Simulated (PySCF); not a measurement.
A structure optimised at PBE-D3(BJ)/def2-SVP, used in a PySCF frequency run:

```
Sn
F 1 1.9485
F 1 1.9485 2 103.61
C 1 2.1440 2 111.62 3 -120.25
H 4 1.1047 1 108.28 2 -122.29
H 4 1.1052 5 111.16 1 117.86
H 4 1.1052 5 111.16 6 124.27
Cl 1 2.3487 2 106.59 3 112.26
```

**Question.** Write its SMILES, formula and point group.

**Answer.** [CH3][Sn]([F])([F])[Cl], CH3ClF2Sn, Cs

**Question.** What are its rotational constants (standard atomic weights)?

**Answer.** 2.6112, 1.6693, 1.6057 GHz
